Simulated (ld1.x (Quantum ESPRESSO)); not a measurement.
# Ranking TM semilocal potentials for nickel

All share these settings but for the change named:

Ni, norm-conserving Troullier–Martins (semilocal form), made with ld1.x (Quantum ESPRESSO) 7.5 (PBEsol, scalar-relativistic). Core [Ar], reference 3d9 4s1 4p0. Waves: 4s (bound): rc 2.50 bohr; 3d (bound): rc 1.15 bohr; 4f channel at -0.15 Ry: rc 3.80 bohr; 4p (bound, empty): rc 3.80 bohr. Local part: the p channel. Core correction: none.

Test errors are all-electron minus pseudo excitation energies from the reference, over 3d8 4s2 4p0; 3d8 4s1 4p0; 3d8 4s0 4p0; 3d7 4s2 4p0; 3d8 4s0 4p2; 3d9 4s0 4p0; 3d8 4s1 4p1. None of these files shows a bound ghost.

The base gives 300.2 meV.

Of 8 variants that were run, those that failed, showed a ghost or another fault, or gave nearly equal values are left out.

A variant can come out equal or close to the base, since the largest error may sit in a test that the change hardly touches while other tests move.

(1) Rank these variants by their largest absolute test error, smallest first.
A. wave 4s (bound): rc 2.50 bohr becomes 4s (bound): rc 3.78 bohr
B. wave 4f channel at -0.15 Ry: rc 3.80 bohr becomes 4f channel at -0.15 Ry: rc 4.50 bohr
C. core correction a·sin(br)/r model core inside 0.60 bohr

## Answers

(1) B (300.2 meV), C (413.6 meV), A (792.9 meV).
